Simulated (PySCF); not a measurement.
**Telling isomers of C$_{5}$H$_{9}$FN$_{2}$Si apart by NMR**

Theoretical values (PySCF 2.14): GFN2-xTB structure, σ from GIAO-PBE0/pcSseg-1. Equivalent nuclei averaged, a single conformation, non-relativistic Hamiltonian, gas phase.

Scale: 1H and 13C vs TMS (reference shieldings calculated alike). Splittings of carbon signals by F and P are missing where no couplings were computed. Where no couplings were computed, multiplicities follow the n + 1 count of equivalent neighbours, and m marks all less simple cases (inequivalent or close neighbours, rings, F or P nearby). Shifts are as computed. Against solution values, carbons near 30 ppm lie about +3 ppm off and those near 130 ppm about +5 ppm. Of 1309 compounds with measured shifts, 239 miss one by over three times the rms of a fit or turn the order of signals round; such compounds aren't used in these exercises. OH and NH positions are gas-phase values without hydrogen bonding to other molecules.

(1) Tabulate the signals of `C[C@H](N[SiH3])/C(C#N)=C/F`, `Cc1c(CF)cnn1[SiH3]`, `Cc1nn([SiH3])c(C)c1F`, `CCc1c(F)cnn1[SiH3]`, `C[SiH2]n1ncc(F)c1C` and their relative energies.

(2) What is the quickest way to tell Cc1c(CF)cnn1[SiH3] from CCc1c(F)cnn1[SiH3]?

(3) What is the quickest way to tell CCc1c(F)cnn1[SiH3] from C[SiH2]n1ncc(F)c1C?

(4) What is the quickest way to tell C[C@H](N[SiH3])/C(C#N)=C/F from Cc1c(CF)cnn1[SiH3]?

Results:

(1) 
```json
{"SMILES": "C[C@H](N[SiH3])/C(C#N)=C/F", "carbon types": "2×C 2×CH 1×CH3", "δC": "170.7, 118.9, 109.8, 55.0, 28.6", "δH": "7.15 (m, 1H), 4.65 (s, 3H), 3.47 (q, 1H), 1.46 (d, 3H), -0.34 (br s, 1H)", "E rel. (kcal/mol)": "26.7"}
{"SMILES": "Cc1c(CF)cnn1[SiH3]", "carbon types": "2×C 1×CH 1×CH2 1×CH3", "δC": "150.7, 146.7, 123.6, 80.1, 12.2", "δH": "7.52 (m, 1H), 5.72 (m, 2H), 5.24 (s, 3H), 2.66 (s, 3H)", "E rel. (kcal/mol)": "7.5"}
{"SMILES": "Cc1nn([SiH3])c(C)c1F", "carbon types": "3×C 2×CH3", "δC": "158.6, 144.0, 134.3, 13.5, 10.2", "δH": "5.16 (s, 3H), 2.43 (s, 3H), 2.42 (s, 3H)", "E rel. (kcal/mol)": "6.7"}
{"SMILES": "CCc1c(F)cnn1[SiH3]", "carbon types": "2×C 1×CH 1×CH2 1×CH3", "δC": "159.1, 140.5, 135.6, 21.9, 18.0", "δH": "7.59 (m, 1H), 5.26 (s, 3H), 2.87 (q, 2H), 1.28 (t, 3H)", "E rel. (kcal/mol)": "12.5"}
{"SMILES": "C[SiH2]n1ncc(F)c1C", "carbon types": "2×C 1×CH 2×CH3", "δC": "159.8, 135.0, 134.0, 9.4, -6.2", "δH": "7.60 (m, 1H), 5.21 (q, 2H), 2.47 (s, 3H), 0.82 (t, 3H)", "E rel. (kcal/mol)": "0.0"}
```

Energies are electronic energies at PBE0/pcSseg-1 on these geometries, without zero-point or thermal terms, each for the one conformer computed, which needn't be the lowest.

(2) Both give the same number of carbon signals, with the same numbers of each carbon type, so the positions decide. The first has an sp3 CH2 bonded to F, on an aromatic ring at 80.1 ppm, the second an sp3 CH2 on an aromatic ring at 21.9 ppm. Their most deshielded carbons lie at 150.7 and 159.1 ppm.

(3) Both give the same number of carbon signals, but DEPT or the intensities differ. The first has an sp3 CH2 on an aromatic ring at 21.9 ppm, the second a methyl carbon bonded to Si (CH3) at -6.2 ppm. Their most deshielded carbons lie at 159.1 and 159.8 ppm.

(4) Both give the same number of carbon signals, but DEPT or the intensities differ. The first has an allylic sp3 CH bonded to N at 55.0 ppm, the second an sp3 CH2 bonded to F, on an aromatic ring at 80.1 ppm. Their most deshielded carbons lie at 170.7 and 150.7 ppm.
